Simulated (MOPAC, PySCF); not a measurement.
C$_{4}$H$_{5}$BS, SMILES `Bc1ccsc1`, neutral singlet in the gas phase. 

Cartesian coordinates (Å):
```xyz
11

B      1.9114    -0.1461    -0.0538
C      0.4077     0.0740     0.0033
C     -0.6121    -0.9269    -0.1188
C     -1.8686    -0.4335    -0.0281
S     -1.8535     1.2665     0.2094
C     -0.1611     1.3144     0.1864
H      2.3600    -1.2389    -0.2144
H      2.6525     0.7806     0.0628
H     -0.3942    -1.9744    -0.2691
H     -2.8034    -0.9658    -0.0859
H      0.3613     2.2500     0.3082
```
Charge 0, multiplicity 1.

All levels are single points at this geometry (CAM-B3LYP-D3(BJ)/def2-TZVP); Pople sets use spherical d functions. Orbital energies aren't observables, and empty levels follow the basis.

| level | HOMO (eV) | LUMO (eV) | gap (eV) | dipole (D) | vertical IE, Delta-SCF (eV) |
|---|---|---|---|---|---|
| CAM-B3LYP-D3(BJ)/def2-TZVP in PySCF | -8.50 | -0.78 | 7.73 | 1.31 | 9.21 |
| PBE-D3(BJ)/def2-TZVP in PySCF | -6.31 | -2.73 | 3.58 | 1.64 | 9.22 |
| B3LYP/6-31G* in PySCF | -6.78 | -1.66 | 5.12 | 1.38 | 9.01 |
| BP86/6-31G* in PySCF | -6.12 | -2.49 | 3.63 | 1.56 | – |
| M06-2X/6-31G* in PySCF | -8.16 | -0.62 | 7.54 | 1.15 | – |
| PBE/6-31G* in PySCF | -6.03 | -2.41 | 3.62 | 1.56 | 9.06 |
| SVWN5/6-31G* in PySCF | -6.21 | -2.63 | 3.57 | 1.62 | – |
| HF/3-21G in PySCF | -9.37 | 1.92 | 11.29 | 0.71 | – |
| HF/6-31G* in PySCF | -9.08 | 2.10 | 11.18 | 0.80 | 7.77 |
| HF/STO-3G in PySCF | -7.21 | 5.62 | 12.83 | 1.43 | – |
| AM1 in MOPAC | -9.46 | -0.12 | 9.34 | 1.00 | – |
| PM6 in MOPAC | -9.23 | -0.79 | 8.44 | 0.80 | – |
| PM7 in MOPAC | -9.19 | -1.04 | 8.15 | 0.69 | – |
